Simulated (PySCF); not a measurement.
**How the method changes the constants of SrAs⁺**

State: ³Σ⁻ (triplet), unpaired electrons π ↑↑. Set-up: PySCF, scalar-relativistic core potentials, basis sets Sr def2-SVP with ECP28, As def2-SVP. De refers to Sr⁺ + As in their high-spin ground configurations, without counterpoise correction. The functionals are run spin-unrestricted. A positive dipole points towards As; it is taken about the centre of mass and depends on that origin. Levels whose curve was spin-contaminated or gave no clean fit are not listed.

| Level | Re (Å) | ωe (cm⁻¹) | De (eV) | μ (D) | CPU s a point (SCF and correlation, without the integrals) |
| --- | --- | --- | --- | --- | --- |
| PBE | 2.940 | 183 | 1.58 | -8.96 | 1.1 |
| TPSS | 2.940 | 187 | 1.65 | -9.61 | 1.6 |
| r²SCAN | 2.923 | 192 | 1.46 | -10.11 | 1.7 |
| TPSSh | 2.935 | 189 | 1.57 | -9.95 | 1.7 |
| PBE0 | 2.926 | 189 | 1.40 | -9.95 | 1.8 |
| HSE06 | 2.929 | 189 | 1.44 | -9.84 | 1.8 |
| BHandHLYP | 2.946 | 187 | 1.20 | -10.46 | 1 |

The bond length runs from 2.923 Å (r²SCAN) to 2.946 Å (BHandHLYP). De spans 1.20 eV (BHandHLYP, global hybrid GGA) to 1.65 eV (TPSS, meta-GGA).

Spin–orbit coupling is left out. For an ion De counts to the pair picked by the measured ionisation energies or electron affinities, which need not be the lowest pair at this level. The state was picked by a PBE0 search and need not be the measured ground state.

The whole job (state search and all levels along the bond) took about 4.2 min on 1 thread of Arm Neoverse N1 (shared host), peak memory 0.79 GiB.
